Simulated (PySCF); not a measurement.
**How methods differ on the ionisation energy of Fe**

Fe [Ar] 3d6 4s2 (5D) → Fe⁺ [Ar] 3d6 4s1 (6D), as a difference of total energies. Computed with PySCF 2.14 in x2c-TZVPPall with one added diffuse shell each of s, p, d, f type (7s6p5d3f1g, 80 functions), with the spin-free X2C one-electron Hamiltonian (Gaussian nucleus). Correlated levels: valence and next inner shell: [Ne] frozen. The calculations carry no spin-orbit coupling.

```tsv
method	ionisation energy (eV)
UHF	6.436
MP2 (valence and next inner shell)	7.617
SCS-MP2 (valence and next inner shell)	7.710
CCSD (valence and next inner shell)	7.701
CCSD(T) (valence and next inner shell)	7.834
```

How much does correlation contribute at CCSD(T) (valence and next inner shell)?

7.834 − (6.436) = 1.398 eV, measured against UHF.

Errors of the correlated levels include the incompleteness of this basis and the frozen core.

For comparison: 7.904 eV (measured; NIST levels, between the centres of gravity of the two terms).
